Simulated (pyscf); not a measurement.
Structures and frequencies: ωB97X-D3(BJ)/def2-SVP in PySCF. MP2 and CC: frozen core, UHF for open shells. ΔMP2 is the change of the MP2 total energy from the triple- to the quadruple-zeta basis. Singlets are restricted, triplets unrestricted.

Singlet (Å):
```xyz
3

S      0.4372    -0.4883    -0.3578
Ga     2.0201     1.1554    -0.3144
H      0.4812    -0.5666     0.9901
```

Triplet (Å):
```xyz
3

S      0.5373     1.2805     0.4328
Ga     1.7055     0.5960    -1.3276
H     -0.1559     0.1432     0.6594
```

Task: For these two minima of HS–Ga, which spin state lies lower at CCSD(T)/def2-TZVPP + ΔMP2(QZVPP), and by how much (electronic energies)?

Result: The singlet, by 268.7 kJ/mol. Zero-point energy shifts E(triplet) − E(singlet) by +1.1 kJ/mol. 

E(triplet) − E(singlet) by level (kJ/mol):

| level | gap |
|---|---|
| ωB97X-D3(BJ)/def2-TZVP | +270.2 |
| PBE/def2-TZVP | +257.5 |
| r²SCAN/def2-TZVP | +241.4 |
| B3LYP-D3(BJ)/def2-TZVP | +269.1 |
| PBE0-D3(BJ)/def2-TZVP | +249.3 |
| M06-2X/def2-TZVP | +248.5 |
| ωB97M-D3(BJ)/def2-TZVP | +272.0 |
| HF/def2-TZVP | +185.6 |
| MP2/def2-QZVPP | +263.2 |
| CCSD/def2-TZVPP | +250.9 |
| CCSD(T)/def2-TZVPP | +253.3 |
| CCSD(T)/def2-TZVPP + ΔMP2(QZVPP) | +268.7 |

The triplet is the lowest one reached from the SCF start used. The CCSD(T) − MP2 part came from Ansatz, without density fitting, on the same reference. The frozen core leaves the outer d or s,p core shells of the metals and heavy elements correlated in the MP2 and CC values, and def2-TZVPP describes them poorly, which can shift differences by a few kcal/mol. Elements up to Kr have no core potential and no relativistic terms here.
